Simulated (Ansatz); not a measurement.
```yaml
crystal:
  periodic: [false, false, false]
  atoms:
    - {symbol: C, position_ang: [0.148811, -1.109843, 2.057537]}
    - {symbol: O, position_ang: [0.407867, 0.248587, 1.017631]}
    - {symbol: Si, position_ang: [0.016596, 0.423011, -0.355478]}
    - {symbol: N, position_ang: [0.871101, -0.674227, -1.258221]}
    - {symbol: N, position_ang: [0.487997, 1.974597, -0.683145]}
    - {symbol: N, position_ang: [-1.698867, 0.180836, -0.884969]}
    - {symbol: H, position_ang: [0.558484, -0.745920, 2.906625]}
    - {symbol: H, position_ang: [0.674642, -1.884179, 1.447129]}
    - {symbol: H, position_ang: [-0.881952, -0.999388, 2.134859]}
    - {symbol: H, position_ang: [1.764479, -1.093080, -1.107534]}
    - {symbol: H, position_ang: [0.524300, -1.041387, -2.144183]}
    - {symbol: H, position_ang: [1.162184, 2.481433, -0.129069]}
    - {symbol: H, position_ang: [0.295951, 2.466789, -1.681196]}
    - {symbol: H, position_ang: [-2.237988, 0.899058, -0.648676]}
    - {symbol: H, position_ang: [-1.983700, -0.770465, -1.045199]}
basis:
  gaussian: {orbitals: def2-TZVPP, final_grid: {core_spheres: 1, valence_spheres: 1, degree: 5}}
hamiltonian: {xc: {name: wB97M-V}}
output: {forces: true}
```

```sh
$ ansatz run in.yaml --threads 4 --pin off --events-out ev --progress --plain --max-ram 11315MiB
```

Shortened log:

```
Functional definition: wB97M-V
1618 factors; their error is unknown
397 factors; integrals over basis functions are off by at most 1.1e-5 eV
mean field evaluation 1: about -15565.2119 eV, gradient 9.0e1 eV
mean field evaluation 2: about -15565.5844 eV, gradient 8.8e1 eV
mean field evaluation 4: about -15579.5135 eV, gradient 4.2e0 eV
mean field evaluation 8: about -15544.5301 eV, gradient 2.0e1 eV
mean field evaluation 16: about -15545.2859 eV, gradient 9.1e-3 eV
mean field -15545.28593363 eV, -571.2787210876 hartree, gradient 5.9e-5 eV, S^2 0.000000; 0 other end points of the search recorded, 0 dependent functions left out
reference -15545.28613308 eV, -571.2787284174 hartree; 29, 29 occupied and 294, 294 virtual orbitals, 1618 factors
Total energy: -15545.28613308 eV, -571.2787284174 hartree
Atom 0 at     0.148811    -1.109843     2.057537 Å, force    -1.953534     1.512843    -2.707186 eV/Å
Atom 1 at     0.407867     0.248587     1.017631 Å, force     0.128629    -1.968393     1.862501 eV/Å
Atom 2 at     0.016596     0.423011    -0.355478 Å, force     0.946641     1.199205    -7.126058 eV/Å
Atom 3 at     0.871101    -0.674227    -1.258221 Å, force    -1.165894     0.315205    -0.689263 eV/Å
Atom 4 at     0.487997     1.974597    -0.683145 Å, force    -0.302382    -3.008808    -0.447408 eV/Å
Atom 5 at    -1.698867     0.180836    -0.884969 Å, force     3.508269    -1.300843     1.935391 eV/Å
Atom 6 at     0.558484    -0.745920     2.906625 Å, force     0.661626    -0.620370    -1.326680 eV/Å
Atom 7 at     0.674642    -1.884179     1.447129 Å, force    -2.344056     2.268101     2.044014 eV/Å
Atom 8 at    -0.881952    -0.999388     2.134859 Å, force     3.552088    -1.027876    -0.905894 eV/Å
Atom 9 at     1.764479    -1.093080    -1.107534 Å, force    -4.515070     2.623469     0.041910 eV/Å
Atom 10 at     0.524300    -1.041387    -2.144183 Å, force     1.776763     1.973961     4.960563 eV/Å
Atom 11 at     1.162184     2.481433    -0.129069 Å, force    -4.175028    -2.499167    -3.147443 eV/Å
Atom 12 at     0.295951     2.466789    -1.681196 Å, force     1.353257    -2.109402     5.172639 eV/Å
Atom 13 at    -2.237988     0.899058    -0.648676 Å, force     1.373821    -3.000021    -1.408628 eV/Å
Atom 14 at    -1.983700    -0.770465    -1.045199 Å, force     1.154869     5.642096     1.741542 eV/Å
Dipole moment:     0.026148    -0.471712     0.289437 e Å
```

Problem. What is wrong with this run?

Solution. The integration grid is far too coarse. The calculation finished and met its thresholds. The result belongs to that input, not to the molecule as meant.
